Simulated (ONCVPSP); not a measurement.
**What one change does to a pseudopotential (ruthenium, ONCV)**

```
Element                 : ruthenium (Ru)
Generator               : ONCVPSP 4.0.1
Type                    : optimised norm-conserving Vanderbilt (ONCV)
Functional              : PBE
Relativity              : scalar-relativistic
Frozen core             : [Ar] 3d10
Valence charge          : 16
Reference configuration : 4s2 4p6 4d7 5s1
Partial waves           : 4s+5s: rc 1.65 bohr, ncon 4, nbas 7, qcut 8 1/bohr, 2 projectors; 4p: rc 1.50 bohr, ncon 5, nbas 9, qcut 8.1 1/bohr, 2 projectors, debl 1.8 Ha; 4d: rc 1.70 bohr, ncon 5, nbas 10, qcut 9.2 1/bohr, 2 projectors, debl 2.7 Ha; f scattering state at 0.19 Ha: rc 1.50 bohr, ncon 5, nbas 10, qcut 7.6 1/bohr, 2 projectors, debl 1.2 Ha
Local potential         : polynomial inside 1.35 bohr (lpopt 2, dvloc0 2 Ha)
Core correction         : none
```

All-electron outer shells of the reference configuration (PBE, scalar-relativistic, ld1.x):

| shell | level (eV) | outermost node (bohr) | outermost maximum (bohr) |
| --- | --- | --- | --- |
| 3d | -273.12 | – | 0.30 |
| 4s | -76.37 | 0.48 | 0.92 |
| 4p | -46.42 | 0.49 | 0.98 |
| 4d | -5.20 | 0.48 | 1.21 |
| 5s | -4.24 | 1.24 | 2.73 |

Change: p: ncon 4, nbas 8.

Cutoffs: the cutoffs (Ha) at which the residual kinetic energy of the hardest occupied pseudo-wave falls to 1 and 0.1 mHa per electron; they do not see the model core or the augmentation charge, which bear on the density cutoff. Errors are all-electron minus pseudo energies relative to the spin-unpolarised reference configuration.

Predict the effect on cutoff, ghosts and configuration errors.

The potential gets softer (26 Ha and 35 Ha → 25 Ha and 31 Ha); the errors of the 4 common tests hardly move; neither file shows a bound ghost.

| quantity | base | changed |
| --- | --- | --- |
| cutoff, loose | 26 Ha | 25 Ha |
| cutoff, tight | 35 Ha | 31 Ha |
| loose cutoff by channel | s 22 Ha, p 26 Ha, d 25 Ha | s 22 Ha, p 22 Ha, d 25 Ha |
| bound ghosts | none | none |
| GHOST(+) flags under 300 eV | none | none |
| error for 4s2 4p6 4d7 5s0, meV [ΔE 7.29 eV] | -1.7 | -1.7 |
| error for 4s2 4p6 4d6 5s0, meV [ΔE 25.48 eV] | -2.2 | -2.2 |
| error for 4s2 4p6 4d5 5s0, meV [ΔE 56.10 eV] | -3.0 | -2.6 |
| error for 4s2 4p6 4d7 5s0.5, meV [ΔE 2.86 eV] | -0.6 | -0.6 |
| s: phases at 1.67 bohr within 0.05 rad from the reference energy up to (Ha; the scan ends near 5) | to the end of the scan | to the end of the scan |
| p: phases at 1.52 bohr within 0.05 rad from the reference energy up to (Ha; the scan ends near 5) | to the end of the scan | to the end of the scan |
| d: phases at 1.72 bohr within 0.05 rad from the reference energy up to (Ha; the scan ends near 5) | to the end of the scan | to the end of the scan |
| f: phases at 1.52 bohr within 0.05 rad from the reference energy up to (Ha; the scan ends near 5) | to the end of the scan | to the end of the scan |
